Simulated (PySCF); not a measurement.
Ge(H)(OH)2(NH2) (GeH₅NO₂), SMILES [NH2][GeH]([OH])[OH].

Geometry: TPSSh-D3(BJ)/def2-SVP. This is a generated structure with no PubChem entry under its InChIKey; it may be hypothetical. One conformer was computed; it need not be the lowest.

Two levels are set side by side: PBE/def2-TZVP (PySCF) and HF/def2-TZVP (PySCF). Same geometry, gas phase. Differences are taken from unrounded values.

```tsv
quantity	HF
orbital gap (eV)	14.86
highest occupied level (eV)	-11.56
lowest empty level (eV)	3.30
dipole moment (D)	1.78
mean polarisability (bohr³)	38.2
```

**Question.** What does PBE give, and how far is it from HF? (Estimate from the structure and the level; the computed values follow.)

**Answer.** 
| quantity | PBE | PBE minus HF |
|---|---|---|
| orbital gap (eV) | 5.83 | -9.04 |
| highest occupied level (eV) | -6.30 | 5.27 |
| lowest empty level (eV) | -0.47 | -3.77 |
| dipole moment (D) | 1.66 | -0.12 |
| mean polarisability (bohr³) | 45.0 | 6.8 |

Without exact exchange PBE keeps part of each electron's self-repulsion, which lifts occupied levels and narrows the gap. Loosely held outer electrons make PBE densities more polarisable. Differences between two approximate levels are no errors against the true value.

Rough cost on one machine, each run with all the roots and properties that it gave: HF against PBE about 1/3.
